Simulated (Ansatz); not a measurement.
Isolated molecules relaxed with PBE0-D4/def2-TZVP in Ansatz; ΔE leaves out vibrations. CCSD(T)/CBS adds triple-zeta CCSD(T) − MP2 to the extrapolated MP2 energy (def2 sets, frozen cores). This one scheme is used for every species, atoms too. DFT in def2-TZVPP. B3LYP here is the variant with VWN-RPA as its local correlation; programs differ in this. HSE06 is defined as in plane-wave codes. Open shells (•) are unrestricted, without spin–orbit coupling. Spin–orbit coupling would lower the free atoms: clearly for Br. For Br, Mg outer-core shells are correlated without core-valence functions, so the limit isn't a true one: a few kJ/mol of doubt a bond, and 10 to 20 or more in all where bonds break to atoms. Scalar relativity is left out up to krypton. One conformer a species, not always the lowest.

`[NH2][Mg][Br]` → Br• + 2 H• + Mg (atom) + N•  (atomization)

(1) What is ΔE at CCSD(T)/CBS? (An estimate is asked.)

(2) What do these levels give: revPBE-D4, BLYP-D4, r2SCAN-D4, B3LYP-D4, CAM-B3LYP-D4, B2PLYP, HSE06, CCSD/def2-SVP, SCS-MP2/def2-TZVPP, HF/def2-QZVPP, HF/CBS(def2), MP2/CBS(def2)? (Estimate.)

Largest T1 diagnostic among the species: 0.009.

## Answers

(1) Computed: +1416.1 kJ/mol.

(2) Computed: revPBE-D4 1371.3, BLYP-D4 1387.7, r2SCAN-D4 1404.8, B3LYP-D4 1387.6, CAM-B3LYP-D4 1395.5, B2PLYP 1376.3, HSE06 1378.6, CCSD/def2-SVP 1257.6, SCS-MP2/def2-TZVPP 1374.1, HF/def2-QZVPP 955.9, HF/CBS(def2) 956.7, MP2/CBS(def2) 1454.1 kJ/mol.

From r2SCAN to r2SCAN0 (25 % exact exchange), in def2-TZVPP and without D4, ΔE moves by −30.8 kJ/mol: exact exchange takes away binding that semilocal exchange gives to molecules. In def2-TZVPP, CCSD(T) changes the Hartree–Fock value by +391.4 kJ/mol (the triples alone add +23.1 kJ/mol) and MP2 by +429.4 kJ/mol; breaking electron pairs costs correlation energy, which Hartree–Fock lacks.

For atomizations the MP2-based limit and the directly extrapolated one differ by several kJ/mol either way, and by 10 to 25 for some Ge, Se and Sn compounds, so smaller differences from it don't rank the levels.
